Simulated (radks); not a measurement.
Results of a calculation; reference values are marked as such.
Rb1.5+, 35.5 electrons, occupied as [Ar] 3d10 4s1.5 4p6 (fractional occupations, a model configuration). Code: a radial shooting solver on a logarithmic mesh with Libxc functionals. Model: Dirac Kohn-Sham, PBE, spin-unpolarised, spherical densities, finite nucleus; Fermi nuclear charge, rms radius 4.2036 fm.

X-ray form factor f0, the Fourier transform of the density (f0(0) = 35.5):

sin(theta)/lambda (1/angstrom)  f0 (electrons)
0.05                                    34.980
0.1                                     33.551
0.15                                    31.536
0.2                                     29.298
0.25                                    27.121
0.3                                     25.152
0.4                                     21.929
0.5                                     19.375
0.6                                     17.148
0.8                                     13.264
1                                       10.278
1.25                                     7.895
1.5                                      6.575
2                                        5.200
